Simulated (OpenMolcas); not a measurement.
**Xe IV: CASPT2 settings compared**

* Program: OpenMolcas
* Basis: ANO-R1 [6s5p3d1f]
* Scalar Hamiltonian: X2C, finite nucleus
* Active space: 3 electrons in 3 orbitals (5p)
* State averaging: 2S+1 = 4 odd, 1 root; 2S+1 = 2 odd, 8 roots
* Spin-orbit coupling: state interaction with AMFI integrals over the reference wave functions, term energies averaged over their components

Methods on the same reference wave functions:
A. CASSCF
B. SS-CASPT2, IPEA 0.6 Eh, sigma1 regulariser 0.25 Eh (closed shells correlated: 5s)
C. SS-CASPT2, IPEA 0.3 Eh, imaginary shift 0.3 Eh (closed shells correlated: 5s)
D. SS-CASPT2, IPEA 0.75 Eh, imaginary shift 0.1 Eh (closed shells correlated: 4d 5s)

Energies in cm-1 above 5s2 5p3 4S* 3/2, the measured ground level; measured values from Saloman, J. Phys. Chem. Ref. Data 33, 765 (2004).

```csv
Level,A,B,C,D,Measured
5s2 5p3 4S* 3/2,0.0,0.0,0.0,0.0,0.0
5s2 5p3 2D* 3/2,17157,15530,15710,15570,13267
5s2 5p3 2D* 5/2,21323,19790,19990,19820,17511
5s2 5p3 2P* 1/2,33826,30990,31150,31100,28036
5s2 5p3 2P* 3/2,40466,38010,38180,38110,35650
```

Deviations, from unrounded energies. A percentage is the sum of absolute deviations over the sum of measured energies, with the sign that they share, or ± where signs differ.

| Against measurement | Levels | A | B | C | D |
| --- | --- | --- | --- | --- | --- |
| mean absolute deviation (cm-1) | 4 | 4600 | 2500 | 2600 | 2500 |
| other terms of the ground configuration (%) | 4 | +19.4 | +10.4 | +11.2 | +10.7 |

B, D lie about equally close to measurement and A furthest from it. The largest miss of B in the table is 5s2 5p3 2P* 1/2, by +2900 cm-1. The ranking rests on the paired levels alone, and a cruder setting can come out closer through cancelling errors.

Among B to D the level of the table that moves most is 5s2 5p3 2D* 5/2, by 200 cm-1 (lowest in B, highest in C). Moves below CASPT2's spread within the term are not significant.

The mean deviations of B to D differ by less than CASPT2's widest spread within a term (290 cm-1), so their order carries little weight.

From A to B the spin-free energies of the other terms of 5s2 5p3 shown, above 4S*, scale by a factor of 0.90.

The lowest spin-free term lies below A's lowest term by 0.043 hartree in B, 0.049 hartree in C, 0.391 hartree in D.

Term energies are means over components that CASPT2 splits; among the terms shown or strongly mixed into the levels shown the widest spread is 290 cm-1 (5s2 5p3 2D*, D). With the s shell closed, the reference lacks s² → p² mixing. The basis is small and was not contracted for so high a charge. Some terms miss by over 15 % even with CASPT2, which points to a basis or an active space too small for the shells correlated (holds for B; C; D). Computed and measured levels are paired by configuration, term and J; levels that our copy of the source lacks, or whose pairing is in doubt (as where it misses far off the trend of its configuration), stay unpaired and out of the deviations. Levels of configurations outside the active space are missing.

* marks odd parity.
